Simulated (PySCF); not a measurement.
# What a mistake does to a calculation on BC2H6N

Calculated results; nothing here was measured. The program is PySCF 2.14.0, an open-source quantum chemistry code, run on an isolated molecule that a program drew, which may never have been made. The molecule is BC2H6N (charge 0, singlet), drawn as the SMILES string `C=BCN`.

Each row is a Hartree-Fock (HF) and frozen-core CCSD(T) single point in the cc-pVDZ basis, meant for a local HF minimum. Run 1 is clean. Each other run has one planted mistake out of seven kinds, and not every kind appears here: one electron removed, one electron added, multiplicity raised by two, geometry at a saddle point, minimal basis STO-3G, one bond length entered in bohr, all coordinates scaled. The reference is restricted for singlets and unrestricted otherwise, and also for a bond in bohr. Adding or removing an electron swaps singlet and doublet. Electrons count all cores. HOMO and LUMO are orbital energies over both spins, the gradient is its largest component, and the lowest frequency (negative if imaginary) is given only where the gradient is small. Bond lengths are over the 9 bonds as drawn. T1 is the CCSD diagnostic: over 0.02 (restricted) or 0.045 (unrestricted) a single reference is doubtful.

Geometry of the clean run:
```xyz
10
BC2H6N, angstrom
C    -1.4497   -0.0252   -1.6818
B    -0.7976    0.0047   -0.4597
C    -0.0572    0.0234    0.9084
N    -0.3318    1.1169    1.8427
H    -1.0408    0.4544   -2.5651
H    -2.4021   -0.5277   -1.8152
H    -0.2584   -0.9296    1.4107
H     1.0194   -0.0073    0.7067
H    -1.3149    1.1444    2.0560
H    -0.1298    1.9996    1.4035
```

| run | electrons | basis functions | <S^2> | HOMO (eV) | LUMO (eV) | gradient (hartree/bohr) | lowest frequency (cm^-1) | mean bond (Å) | longest bond (Å) | T1 | HF (hartree) | CCSD(T) (hartree) | mistake |
|---|---|---|---|---|---|---|---|---|---|---|---|---|---|
| 1 | 30 | 86 | 0.000 | -8.61 | 3.05 | 4.3e-05 | 141 | 1.1978 | 1.556 | 0.0113 | -158.30634 | -158.89115 | no fault |
| 2 | 31 | 86 | 0.810 | 1.04 | 9.17 | 2.8e-02 | - | 1.1978 | 1.556 | 0.0170 | -158.23007 | -158.83107 | one electron added |
| 3 | 30 | 26 | 0.000 | -6.86 | 7.24 | 5.2e-02 | - | 1.1978 | 1.556 | 0.0093 | -156.30817 | -156.56243 | minimal basis STO-3G |
| 4 | 29 | 86 | 0.756 | -15.75 | -6.13 | 8.3e-02 | - | 1.1978 | 1.556 | 0.0292 | -158.04058 | -158.58120 | one electron removed |
| 5 | 30 | 86 | 2.017 | -5.95 | 1.03 | 8.8e-02 | - | 1.1978 | 1.556 | 0.0127 | -158.22066 | -158.77483 | ? |

**Which mistake was planted in run 5, and what did it cost?**

Electrons, basis and geometry are unchanged, and <S^2> is 2.017, beside S(S+1) = 2.00 for a multiplicity of 3. So the mistake is: multiplicity raised by two. Subtracting run 1 and multiplying by 627.51 kcal/mol a hartree, the energy moved by 53.8 kcal/mol in HF and 73.0 kcal/mol in CCSD(T).

Cautions from the logs. Run 2: the HOMO is above zero, so the electron isn't bound and the energy depends on the basis.
